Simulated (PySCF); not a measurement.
Electron correlation in Ni³⁺ (nickel, charge +3)

[Ar] 3d7, high-spin 4F determinant. All numbers are calculated (PySCF 2.14, scalar relativity by spin-free X2C-1e, in x2c-TZVPPall). Frozen: [Ar]; 7 electrons correlated.

| level | correlation energy (mhartree) |
| --- | --- |
| CCSD | -167.71 |
| (T) | -2.04 |
| CCSD(T) | -169.75 |

Diagnostics: T1 = 0.0038, D1 = 0.0057, largest double amplitude 0.015.

Problem. Is a single reference adequate?

Solution. Yes: T1 lies below 0.03 and no double amplitude reaches 0.07.
